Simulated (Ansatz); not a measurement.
Single points on Li₄H.

```yaml
crystal:
  periodic: [false, false, false]
  atoms:
    - {symbol: Li, position_ang: [-0.101724, 1.456941, 0.553700]}
    - {symbol: Li, position_ang: [2.352005, -0.180203, -0.730494]}
    - {symbol: Li, position_ang: [-0.140326, -1.118154, 1.085476]}
    - {symbol: Li, position_ang: [-0.834394, -0.257816, -1.307092]}
    - {symbol: H, position_ang: [-1.275561, 0.099232, 0.398410]}
basis:
  gaussian: {orbitals: def2-TZVP, initial_orbitals: start.molden}
magnetization: {spin_polarized: true, initial_magnetization: 1}
hamiltonian: {xc: pbe, dispersion: d4}
scf: {omitted_lower_state_checks: [starts]}
output: {orbitals: {seedname: orbitals}}
```

The file start.molden holds the orbitals of an earlier run on this structure, at another level or in another basis.

```sh
$ ansatz run in.yaml --threads 4 --pin off --events-out ev --progress --plain --max-ram 3916MiB
```

Shortened log:

```
Functional definition: PBE
560 factors; their error is unknown
mean field evaluation 1: about -831.0615 eV, gradient 3.8e0 eV
mean field evaluation 2: about -831.0897 eV, gradient 5.2e-2 eV
mean field evaluation 4: about -831.0879 eV, gradient 1.6e-2 eV
mean field evaluation 8: about -831.0879 eV, gradient 1.5e-5 eV
mean field -831.08789200 eV, -30.5419166993 hartree, gradient 8.6e-6 eV, S^2 0.800432; 0 other end points of the search recorded, 0 dependent functions left out
reference -831.08794089 eV, -30.5419184960 hartree; 7, 6 occupied and 55, 56 virtual orbitals, 560 factors
Total energy: -831.13247051 eV, -30.5435549293 hartree
Checks for a lower state left out: starts
```

It took 0.9 s on 4 threads of Arm Neoverse V2 on a shared host.

As the first input, with `gaussian: {orbitals: def2-TZVP}`, `hamiltonian: {xc: pbe0, dispersion: d4}` and without the key `scf` (abridged; 2.8 s):

```
Functional definition: PBE0
mean field evaluation 16: about -831.5784 eV, gradient 1.5e-1 eV
mean field evaluation 32: about -831.5760 eV, gradient 5.3e-2 eV
mean field evaluation 64: about -831.5225 eV, gradient 5.4e-1 eV
mean field -831.58358894 eV, -30.5601332258 hartree, gradient 9.8e-6 eV, S^2 0.843220; 7 other end points of the search recorded, 0 dependent functions left out
Total energy: -831.62129093 eV, -30.5615187485 hartree
```

The first input with `hamiltonian: {xc: r2scan, dispersion: d4}` (abridged; 1.8 s):

```
Functional definition: r2SCAN
mean field -833.06013447 eV, -30.6143952732 hartree, gradient 4.4e-6 eV, S^2 1.047488
Total energy: -833.07025264 eV, -30.6147671094 hartree
Checks for a lower state left out: starts
```

Geometry: PBE0-D4/def2-TZVP, that of the charge +1 singlet.

At r2SCAN-D4/def2-TZVP the charge 0 doublet is spin-contaminated (final ⟨S²⟩ up to 1.05, 0.75 for a pure state). The structure comes from a short search, and lower isomers may exist.
